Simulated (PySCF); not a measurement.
Method used: delta-SCF UKS SCAN, pcX-2 on the ionised atom, pcseg-1 elsewhere, spin-free X2C (PySCF). Geometries: PBE0-D3(BJ)/def2-SVP; isolated species, one conformer each. Kα1 is taken as the energy difference of the 1s-hole and 2p3/2-hole states at the ground state's geometry. The 2p values add to the ΔSCF energy of one spin-free hole a correction within the shell (spin–orbit coupling, ligand field).

```tsv
site	Si 2p3/2 (eV)
silicon in `C#C/C(CC)=C(/C)S[SiH3]`	106.83
silicon in `C(CC)[SiH2]c1sccc1`	106.26
silicon in `C#C/C(CC)=C(\C)S[SiH3]`	107.06
silicon in `N[SiH2]C(F)F`	107.30
```

Problem. What are the Si 1s binding energies, and the Kα1 emission energies that follow?

Solution. 
| site | bonded to | 1s (eV) | 2p3/2 (eV) | Kα1 = 1s − 2p3/2 (eV) |
| --- | --- | --- | --- | --- |
| silicon in `C(CC)[SiH2]c1sccc1` | 2 C and 2 H | 1846.05 | 106.26 | 1739.79 |
| silicon in `C#C/C(CC)=C(/C)S[SiH3]` | S and 3 H | 1846.65 | 106.83 | 1739.82 |
| silicon in `C#C/C(CC)=C(\C)S[SiH3]` | S and 3 H | 1846.86 | 107.06 | 1739.80 |
| silicon in `N[SiH2]C(F)F` | N, C and 2 H | 1847.13 | 107.30 | 1739.83 |

Ranges: 1s 1.08 eV, 2p3/2 1.04 eV, Kα1 0.04 eV. A straight-line fit of 1s on 2p3/2 has slope 1.04.
